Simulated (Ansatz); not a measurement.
`[F][Ge]([SH])([Cl])[Cl]` → Cl• + `[F][Ge]([SH])[Cl]`•  (homolysis of the Cl–Ge bond)

Calculated with Ansatz (gas phase, PBE0-D4/def2-TZVP geometries, no zero-point term in ΔE). CCSD(T)/CBS adds triple-zeta CCSD(T) − MP2 to the extrapolated MP2 energy (def2 sets, frozen cores). This one scheme is used for every species, atoms too. DFT in def2-TZVPP. HSE06 is defined as in plane-wave codes. No spin–orbit coupling; open shells (•) take unrestricted orbitals. Spin–orbit coupling would lower the free atoms: a little for Cl. Bonds to Ge are less sure, by a few kJ/mol each and by 10 to 20 or more in all where they break to atoms, as the def2 sets lack core-valence functions. Scalar relativity is left out up to krypton. One conformer a species, not always the lowest.

Problem. What is ΔE at CCSD(T)/CBS? (Estimate.)

Solution. Computed: +97.0 kcal/mol.

Problem. What do these levels give: PBE-D4, CAM-B3LYP-D4, BLYP, PBE0, r2SCANh, HSE06, RPA@PBE/def2-TZVPP, HF/def2-SVP, MP2/def2-SVP, SCS-MP2/def2-TZVPP, CCSD(T)/def2-TZVPP, HF/def2-QZVPP? (Best estimate.)

Solution. The calculation gave: PBE-D4 91.4, CAM-B3LYP-D4 90.4, BLYP 81.0, PBE0 91.4, r2SCANh 91.7, HSE06 91.4, RPA@PBE/def2-TZVPP 85.0, HF/def2-SVP 69.9, MP2/def2-SVP 94.2, SCS-MP2/def2-TZVPP 96.7, CCSD(T)/def2-TZVPP 94.0, HF/def2-QZVPP 70.0 kcal/mol.

Largest T1 diagnostic among the species: 0.014.

The D4 term adds +3.1 kcal/mol with B3LYP and +1.7 kcal/mol with PBE0; it sums over pairs of atoms, weighted by their polarisabilities, and B3LYP, whose exchange is more repulsive, gets the larger term. In def2-TZVPP, CCSD(T) changes the Hartree–Fock value by +23.7 kcal/mol (the triples alone add +2.2 kcal/mol) and MP2 by +29.6 kcal/mol; breaking electron pairs costs correlation energy, which Hartree–Fock lacks. From PBE to PBE0 (25 % exact exchange), in def2-TZVPP and without D4, ΔE moves by +1.9 kcal/mol.

B3LYP here is the variant with VWN-RPA as its local correlation; programs differ in this.
